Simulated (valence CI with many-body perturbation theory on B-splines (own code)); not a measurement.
E1 line list for Ge XX

Method: configuration interaction combined with many-body perturbation theory (CI+MBPT): three valence electrons over a frozen Dirac-Fock core [Ne], radial functions for each j: 11 s, 11 p, 9 d, 7 f, 5 g, 2 h, 1 i, with the one-electron correlation potential Σ1 (screened to all orders), the two-electron term Σ2, the three-electron term Σ3, Breit, model QED; selected single and double excitations, second order for the rest (own B-spline code, finite nucleus).

No measured spectrum was set against this ion. As an estimate, levels of excited configurations hold to 0.05 to 0.15 % of their energy, terms of the ground configuration to about 0.5 %.

Lines 201 to 250 of 274 in falling wavelength, among levels below 1621400 cm⁻¹, chosen from the strongest by gf and those to the six lowest levels. Wavelengths and rates use the calculated energies, so an error of 400 cm⁻¹ moves a line at 149.4 Å by 0.06 % and its rate by three times that or more. Electric multipoles are in the length gauge, E1 and E2 with the static RPA response of the core. Weak lines are less certain than strong ones. Lines between different terms over intervals too small for the method are left out, as are lines whose strength nearly cancels. The highest levels of a list are the least certain.

Names give the largest LS component (configuration and term), which can be under half, so a name can repeat, a term be missing and a line seem to break the LS rules; names also repeat where a configuration has a term twice. Letters in brackets count levels of one name in rising energy.

| λ vac (Å) | Upper | Lower | A (s⁻¹) | S (a.u.) |
| --- | --- | --- | --- | --- |
| 149.4 | 3s 3p 3d 2D°_5/2 [a] | 3s 3p2 4P_5/2 | 6.01e+08 | 5.93e-03 |
| 149.3 | 3s 3p 3d 4D°_1/2 | 3s 3p2 4P_1/2 | 6.10e+10 | 2.00e-01 |
| 148.0 | 3s 3p 3d 4D°_5/2 | 3s 3p2 4P_3/2 | 1.61e+10 | 1.54e-01 |
| 147.6 | 3s 3p 3d 4P°_1/2 | 3s 3p2 4P_3/2 | 4.24e+10 | 1.34e-01 |
| 147.6 | 3s 3p 3d 4P°_3/2 | 3s 3p2 4P_3/2 | 2.98e+10 | 1.89e-01 |
| 147.0 | 3s 3d2 4F_3/2 | 3s 3p 3d 4F°_5/2 | 7.30e+09 | 4.57e-02 |
| 146.7 | 3s 3p 3d 2P°_1/2 [b] | 3s 3p2 2P_1/2 | 3.17e+10 | 9.89e-02 |
| 146.6 | 3s2 3d 2D_3/2 | 3s2 3p 2P°_1/2 | 5.37e+10 | 3.34e-01 |
| 146.0 | 3p2 3d 2D_5/2 [a] | 3p3 2D°_3/2 | 5.96e+09 | 5.49e-02 |
| 144.5 | 3s 3p 3d 2D°_3/2 [a] | 3s 3p2 4P_3/2 | 6.35e+06 | 3.79e-05 |
| 144.5 | 3s 3d2 4F_3/2 | 3s 3p 3d 4F°_3/2 | 3.18e+10 | 1.90e-01 |
| 144.5 | 3s 3p 3d 2F°_5/2 [a] | 3s 3p2 4P_5/2 | 3.33e+08 | 2.98e-03 |
| 144.2 | 3s 3p 3d 2P°_3/2 [b] | 3s 3p2 2P_1/2 | 7.25e+09 | 4.30e-02 |
| 144.2 | 3s 3p 3d 2D°_5/2 [a] | 3s 3p2 4P_3/2 | 2.22e+08 | 1.97e-03 |
| 142.1 | 3s 3p 3d 4P°_1/2 | 3s 3p2 4P_1/2 | 4.86e+07 | 1.38e-04 |
| 142.1 | 3s 3p 3d 4P°_3/2 | 3s 3p2 4P_1/2 | 8.15e+05 | 4.62e-06 |
| 142.0 | 3s 3p 3d 2P°_3/2 [a] | 3s 3p2 2D_3/2 | 4.92e+08 | 2.79e-03 |
| 141.2 | 3p2 3d 2F_5/2 [b] | 3p3 4S°_3/2 | 1.09e+10 | 9.06e-02 |
| 139.7 | 3s 3p 3d 2F°_5/2 [a] | 3s 3p2 4P_3/2 | 7.50e+08 | 6.05e-03 |
| 139.3 | 3s 3p 3d 2D°_3/2 [a] | 3s 3p2 4P_1/2 | 2.20e+09 | 1.17e-02 |
| 139.3 | 3s 3p 3d 2F°_7/2 [b] | 3s 3p2 2D_5/2 | 3.47e+10 | 3.70e-01 |
| 136.7 | 3s 3p 3d 2P°_1/2 [a] | 3s 3p2 2D_3/2 | 8.38e+08 | 2.12e-03 |
| 136.6 | 3s 3p 3d 2F°_7/2 [a] | 3s 3p2 4P_5/2 | 3.02e+09 | 3.04e-02 |
| 135.8 | 3s 3p 3d 2F°_5/2 [b] | 3s 3p2 2D_3/2 | 3.78e+10 | 2.80e-01 |
| 135.5 | 3p2 3d 2F_5/2 [b] | 3p3 2D°_3/2 | 3.76e+10 | 2.77e-01 |
| 135.2 | 3p2 3d 2F_7/2 [b] | 3p3 2D°_5/2 | 4.52e+10 | 4.41e-01 |
| 131.8 | 3s 3p 3d 2P°_1/2 [b] | 3s 3p2 2D_3/2 | 1.81e+06 | 4.10e-06 |
| 130.9 | 3s 3p 3d 2D°_3/2 [b] | 3s 3p2 2D_3/2 | 3.87e+08 | 1.72e-03 |
| 130.0 | 3s 3p 3d 2D°_5/2 [b] | 3s 3p2 2D_3/2 | 1.34e+06 | 8.72e-06 |
| 129.8 | 3s 3p 3d 2P°_3/2 [b] | 3s 3p2 2D_3/2 | 1.16e+09 | 4.99e-03 |
| 129.0 | 3s 3p 3d 2P°_3/2 [a] | 3s 3p2 4P_5/2 | 2.66e+07 | 1.13e-04 |
| 125.1 | 3s 3p 3d 2P°_3/2 [a] | 3s 3p2 4P_3/2 | 2.74e+07 | 1.06e-04 |
| 124.7 | 3s 3p 3d 2F°_7/2 [b] | 3s 3p2 4P_5/2 | 2.02e+09 | 1.54e-02 |
| 123.8 | 3s 3p 3d 2F°_5/2 [b] | 3s 3p2 4P_5/2 | 2.79e+07 | 1.57e-04 |
| 121.2 | 3s 3p 3d 2P°_3/2 [a] | 3s 3p2 4P_1/2 | 1.51e+09 | 5.30e-03 |
| 121.0 | 3s 3p 3d 2P°_1/2 [a] | 3s 3p2 4P_3/2 | 6.39e+07 | 1.12e-04 |
| 120.2 | 3s 3p 3d 2F°_5/2 [b] | 3s 3p2 4P_3/2 | 8.42e+07 | 4.33e-04 |
| 119.8 | 3s 3p 3d 2D°_3/2 [b] | 3s 3p2 4P_5/2 | 1.17e+06 | 3.98e-06 |
| 119.0 | 3s 3p 3d 2D°_5/2 [b] | 3s 3p2 4P_5/2 | 2.80e+08 | 1.40e-03 |
| 118.8 | 3s 3p 3d 2P°_3/2 [b] | 3s 3p2 4P_5/2 | 1.34e+08 | 4.43e-04 |
| 117.3 | 3s 3p 3d 2P°_1/2 [a] | 3s 3p2 4P_1/2 | 5.66e+08 | 9.02e-04 |
| 117.1 | 3s 3p 3d 2P°_1/2 [b] | 3s 3p2 4P_3/2 | 6.36e+06 | 1.01e-05 |
| 116.4 | 3s 3p 3d 2D°_3/2 [b] | 3s 3p2 4P_3/2 | 1.48e+08 | 4.62e-04 |
| 115.7 | 3s 3p 3d 2D°_5/2 [b] | 3s 3p2 4P_3/2 | 1.70e+08 | 7.77e-04 |
| 115.6 | 3s 3p 3d 2P°_3/2 [b] | 3s 3p2 4P_3/2 | 8.54e+06 | 2.60e-05 |
| 113.6 | 3s 3p 3d 2P°_1/2 [b] | 3s 3p2 4P_1/2 | 1.34e+07 | 1.94e-05 |
| 113.0 | 3s 3p 3d 2D°_3/2 [b] | 3s 3p2 4P_1/2 | 3.74e+07 | 1.07e-04 |
| 112.2 | 3s 3p 3d 2P°_3/2 [b] | 3s 3p2 4P_1/2 | 1.62e+06 | 4.53e-06 |
| 74.82 | 3p2 3d 4F_3/2 | 3s2 3p 2P°_3/2 | 2.74e+06 | 2.26e-06 |
| 74.34 | 3p2 3d 2F_5/2 [a] | 3s2 3p 2P°_3/2 | 4.61e+05 | 5.61e-07 |
